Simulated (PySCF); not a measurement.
ClZn, doublet, at a GFN2-xTB geometry (such geometries of metal compounds can be far from the true shape) (the spin is typed, not shown lowest), atoms displaced at random by about 0.03 Å a coordinate.

Input for PySCF:
```python
from pyscf import gto, scf

mol = gto.M(
    atom='''
Zn    0.020654   -0.074198   -0.822282
Cl    0.035570    0.056859    1.435853
''',
    basis='def2-svp',
    charge=0,
    spin=1,
    verbose=4,
)

mf = scf.UHF(mol)
mf.kernel()
g = mf.nuc_grad_method()
grad = g.kernel()
```

Q: What dipole moment does HF/def2-SVP, gradient (PySCF) give?

A: 4.44 D

Q: Estimate the number of basis functions that HF/def2-SVP, gradient returns for this input.

A: 49

Q: Estimate the nuclear repulsion energy that HF/def2-SVP, gradient returns for this input.

A: 119.3114 Eh

Q: Predict the total energy from HF/def2-SVP, gradient.

A: -2236.946944 Ha

Q: Estimate the HOMO energy that HF/def2-SVP, gradient returns for this input.

A: -8.65 eV

These values belong to the state on which the SCF converged, which isn't shown to be the lowest.
